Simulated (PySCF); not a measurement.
Compound: C2H10Ge2S.
Numbering: `[CH3:1][CH2:2][GeH2:3][S:4][GeH3:5]` (hydrogens: H6, H7, H8 on C1; H9, H10 on C2; H11, H12 on Ge3; H13, H14, H15 on Ge5)

Theory: core-valence-separated Tamm–Dancoff BHandHLYP/aug-pcX-1 (pcseg-1 on H, def2-SVPD on S, def2-SVPD on Ge) in PySCF, non-relativistic, gas phase, PBE0-D3(BJ)/def2-SVP geometry.

Computed carbon K-edge spectrum, Gaussian lines of 0.4 eV full width, highest printed point 100; it ends one width below the last computed root. BHandHLYP without relativity tends to put these K edges a few eV too low, so spacings mean more than positions.

| photon energy (eV) | absorption |
| --- | --- |
| 284.9 | 0 |
| 285.0 | 1 |
| 285.1 | 3 |
| 285.2 | 8 |
| 285.3 | 18 |
| 285.4 | 33 |
| 285.5 | 48 |
| 285.6 | 59 |
| 285.7 | 61 |
| 285.8 | 56 |
| 285.9 | 57 |
| 286.0 | 72 |
| 286.1 | 94 |
| 286.2 | 100 |
| 286.3 | 86 |
| 286.4 | 65 |
| 286.5 | 48 |
| 286.6 | 34 |

Question: Assign the maxima to core holes.

Answer: 2 maxima:
- 285.7 eV: C2 (sp3 carbon bound to germanium), 285.71 eV, f = 0.035, 77 % of the height at the exact maximum; C2 (sp3 carbon bound to germanium), 285.49 eV, f = 0.010, 13 % of the height at the exact maximum
- 286.2 eV: C1 (methyl carbon), 286.16 eV, f = 0.032, 44 % of the height at the exact maximum; C2 (sp3 carbon bound to germanium), 286.12 eV, f = 0.022, 28 % of the height at the exact maximum; C1 (methyl carbon), 286.23 eV, f = 0.014, 18 % of the height at the exact maximum

Further lines of some strength in the range: C1, 285.44 eV, f = 0.009; C2, 286.36 eV, f = 0.009; C1, 286.54 eV, f = 0.019.

Roots within 0.03 eV on the same or equivalent atoms count as one line; shares under 12 % aren't listed.

Vibrational structure and lifetime widths aren't in the curve. The ionisation threshold wasn't computed; near and above it a finite basis only mimics Rydberg series and continuum. The BHandHLYP/aug-pcX-1 (pcseg-1 on H, def2-SVPD on S, def2-SVPD on Ge) calculation is non-relativistic and has no spin–orbit coupling, an omission that weighs most on germanium.

The values belong to the conformer `[CH3:1][CH2:2][GeH2:3][S:4][GeH3:5]`: C1–C2–Ge3–S4 53°, C2–Ge3–S4–Ge5 60°.
